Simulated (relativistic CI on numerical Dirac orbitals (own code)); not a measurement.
Yb XLVI: computed level list

Computed by Dirac-Coulomb-Breit CI, separate exchange-only KLI orbitals for each configuration, model QED (radiative potential, 1s self-energy scaled to tabulated hydrogen-like ionisation energies), unscaled Slater integrals (own radial code, finite nucleus).

CI space (outside the closed core [Ne]): 3s2 3p6 3d7, 3s2 3p5 3d8, 3s2 3p4 3d9, 3s 3p6 3d8, 3p6 3d9, 3s 3p5 3d9, 3s2 3p6 3d6 4s, 3s2 3p6 3d6 4p, 3s2 3p4 3d8 4s, 3s2 3p6 3d6 4d, 3s2 3p4 3d8 4p, 3s2 3p5 3d7 4s, 3s2 3p6 3d6 4f, 3s2 3p4 3d8 4d, 3s 3p5 3d8 4s, 3s2 3p5 3d7 4p, 3s 3p5 3d8 4p, 3s2 3p5 3d7 4d, 3s2 3p6 3d5 4s2, 3s 3p5 3d8 4d, 3s 3p6 3d7 4s, 3p6 3d8 4s, 3s2 3p6 3d5 4s 4p, 3s2 3p5 3d7 4f, 3p6 3d8 4p, 3s 3p6 3d7 4p, 3s2 3p6 3d6 5s, 3s2 3p6 3d5 4p2, 3s2 3p6 3d6 5p, 3p6 3d8 4d, 3s2 3p5 3d6 4s2, 3s2 3p6 3d6 5d, 3s2 3p6 3d6 5f, 3s 3p6 3d6 4s2, 3s2 3p5 3d7 5s, 3s2 3p6 3d6 6s. Levels of other configurations are missing.

The lowest level is 3s2 3p6 3d7 4F_9/2, with 61 % of that term; Hund's rules for 3s2 3p6 3d7 give 4F with J = 9/2, in agreement.

| No. | Configuration | Term | J | E (eV) | % | Next component (%) | Landé g | Lifetime (s) |
| --- | --- | --- | --- | --- | --- | --- | --- | --- |
| 1 | 3s2 3p6 3d7 | 4F | 9/2 | 0.000 | 61 | 34 2G | 1.227 |  |
| 2 | 3s2 3p6 3d7 | 2P | 3/2 | 11.764 | 50 | 27 2D | 1.209 |  |
| 3 | 3s2 3p6 3d7 | 2D | 5/2 | 17.980 | 50 | 24 4P | 1.221 | 3.49e-02 |
| 4 | 3s2 3p6 3d7 | 4F | 7/2 | 49.386 | 86 | 13 2G | 1.183 | 6.00e-07 |
| 5 | 3s2 3p6 3d7 | 2H | 9/2 | 56.240 | 35 | 34 4F | 1.106 | 9.81e-07 |
| 6 | 3s2 3p6 3d7 | 4P | 3/2 | 58.619 | 35 | 33 4F | 1.004 | 7.16e-07 |
| 7 | 3s2 3p6 3d7 | 4P | 5/2 | 60.588 | 58 | 24 4F | 1.378 | 1.23e-06 |
| 8 | 3s2 3p6 3d7 | 4P | 1/2 | 62.045 | 51 | 49 2P | 1.675 | 8.78e-07 |
| 9 | 3s2 3p6 3d7 | 2H | 11/2 | 64.083 | 100 |  | 1.081 | 1.15e-05 |
| 10 | 3s2 3p6 3d7 | 2F | 7/2 | 70.029 | 50 | 47 2G | 1.017 | 4.42e-06 |
| 11 | 3s2 3p6 3d7 | 2F | 5/2 | 75.020 | 65 | 28 2D | 0.984 | 2.23e-06 |
| 12 | 3s2 3p6 3d7 | 2D | 3/2 | 91.403 | 88 | 7 4F | 0.794 | 1.31e-06 |
| 13 | 3s2 3p6 3d7 | 4F | 5/2 | 106.000 | 60 | 34 2D | 1.100 | 3.01e-07 |
| 14 | 3s2 3p6 3d7 | 4P | 3/2 | 109.659 | 38 | 32 4F | 1.160 | 3.90e-07 |
| 15 | 3s2 3p6 3d7 | 2H | 9/2 | 114.312 | 59 | 36 2G | 0.992 | 5.82e-07 |
| 16 | 3s2 3p6 3d7 | 2P | 1/2 | 114.764 | 51 | 49 4P | 1.643 | 4.96e-07 |
| 17 | 3s2 3p6 3d7 | 2F | 7/2 | 117.577 | 49 | 40 2G | 1.040 | 5.73e-07 |
| 18 | 3s2 3p6 3d7 | 2D | 5/2 | 140.547 | 71 | 20 2F | 1.155 | 4.14e-07 |
| 19 | 3s2 3p6 3d7 | 2D | 3/2 | 168.016 | 54 | 23 4F | 0.849 | 2.13e-07 |
| 20 | 3s2 3p5 3d8 | 4G° | 11/2 | 366.822 | 93 | 7 2H° | 1.250 | 1.03e-11 |
| 21 | 3s2 3p5 3d8 | 2D° | 5/2 | 377.962 | 58 | 19 2F° | 1.181 | 2.92e-12 |
| 22 | 3s2 3p5 3d8 | 2F° | 7/2 | 378.974 | 56 | 35 4D° | 1.220 | 5.13e-12 |
| 23 | 3s2 3p5 3d8 | 4F° | 9/2 | 385.602 | 59 | 33 2G° | 1.225 | 1.09e-12 |
| 24 | 3s2 3p5 3d8 | 2P° | 1/2 | 395.936 | 45 | 37 2S° | 1.334 | 9.22e-13 |
| 25 | 3s2 3p5 3d8 | 4D° | 7/2 | 408.095 | 52 | 30 2F° | 1.280 | 5.34e-13 |
| 26 | 3s2 3p5 3d8 | 2P° | 3/2 | 408.367 | 49 | 21 4D° | 1.236 | 2.06e-12 |
| 27 | 3s2 3p5 3d8 | 2D° | 5/2 | 410.909 | 52 | 13 4P° | 1.203 | 9.70e-13 |
| 28 | 3s2 3p5 3d8 | 2P° | 3/2 | 417.487 | 39 | 23 2D° | 1.277 | 5.99e-13 |
| 29 | 3s2 3p5 3d8 | 4G° | 9/2 | 424.879 | 67 | 25 2G° | 1.149 | 3.15e-12 |
| 30 | 3s2 3p5 3d8 | 4D° | 7/2 | 430.312 | 36 | 32 4F° | 1.237 | 2.03e-12 |
| 31 | 3s2 3p5 3d8 | 4P° | 5/2 | 440.593 | 42 | 26 2F° | 1.242 | 1.53e-12 |
| 32 | 3s2 3p5 3d8 | 4D° | 5/2 | 441.443 | 46 | 23 2F° | 1.189 | 1.44e-12 |
| 33 | 3s2 3p5 3d8 | 2D° | 3/2 | 441.967 | 50 | 25 4D° | 0.971 | 1.05e-12 |
| 34 | 3s2 3p5 3d8 | 2S° | 1/2 | 443.274 | 29 | 27 2P° | 1.236 | 9.64e-13 |
| 35 | 3s2 3p5 3d8 | 2H° | 11/2 | 446.227 | 92 | 7 4G° | 1.095 | 2.34e-12 |
| 36 | 3s2 3p5 3d8 | 2G° | 7/2 | 448.389 | 56 | 35 2F° | 1.008 | 1.16e-12 |
| 37 | 3s2 3p5 3d8 | 4D° | 5/2 | 453.899 | 45 | 22 4F° | 1.179 | 6.91e-13 |
| 38 | 3s2 3p5 3d8 | 4S° | 3/2 | 460.414 | 43 | 22 4D° | 1.534 | 5.89e-13 |
| 39 | 3s2 3p5 3d8 | 2F° | 7/2 | 461.136 | 36 | 28 2G° | 1.114 | 5.44e-13 |
| 40 | 3s2 3p5 3d8 | 2G° | 9/2 | 461.911 | 57 | 20 2H° | 1.097 | 6.44e-13 |
| 41 | 3s2 3p5 3d8 | 2P° | 1/2 | 471.513 | 50 | 40 4D° | 0.580 | 1.04e-12 |
| 42 | 3s2 3p5 3d8 | 2D° | 3/2 | 472.736 | 52 | 17 2P° | 0.983 | 6.90e-13 |
| 43 | 3s2 3p5 3d8 | 2F° | 5/2 | 474.176 | 75 | 15 2D° | 0.937 | 8.02e-13 |
| 44 | 3s2 3p5 3d8 | 4D° | 3/2 | 495.142 | 28 | 23 4F° | 1.010 | 8.64e-13 |
| 45 | 3s2 3p5 3d8 | 2G° | 7/2 | 503.406 | 38 | 32 4G° | 0.993 | 8.60e-13 |

Energies count from the lowest computed level; ° marks odd parity; lifetimes are radiative, by E1, M1, E2, M2 decay to levels of this space only; some are left blank where a channel outside the calculation adds to the decay or the decay crosses a small, uncertain gap.

The mean weight of the leading LS term, summed over parents, in these 45 levels is 55 %, and that of the leading jj configuration (from the same eigenvectors) 96 %, so jj coupling describes them better and the LS labels are nominal.

At this charge energies of transitions that change n are usually good to better than 1 %, and those within a shell (Δn = 0) to a few per cent.

LS names give the leading component of a level, which can be under half, so a name can repeat, a term be missing and a line seem to break the LS rules.
